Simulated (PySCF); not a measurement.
B3LYP has the VWN-RPA correlation part, as in Gaussian. 

```xyz
5

Ge     0.0000     0.0000     0.0000
H     -0.8923    -0.5689    -1.1126
H      0.1931     1.5075    -0.2193
H      1.3659    -0.7008    -0.0308
H     -0.6667    -0.2378     1.3626
```

Charge 0, multiplicity 1.

Give the Mulliken and meta-Löwdin atomic charges from B3LYP-D3(BJ)/def2-TZVP (PySCF 2.14.0).


```
atom  Mulliken (e)  meta-Löwdin (e)
----  ------------  ---------------
Ge1           0.07             0.22
H2           -0.02            -0.05
H3           -0.02            -0.05
H4           -0.02            -0.05
H5           -0.02            -0.05
```
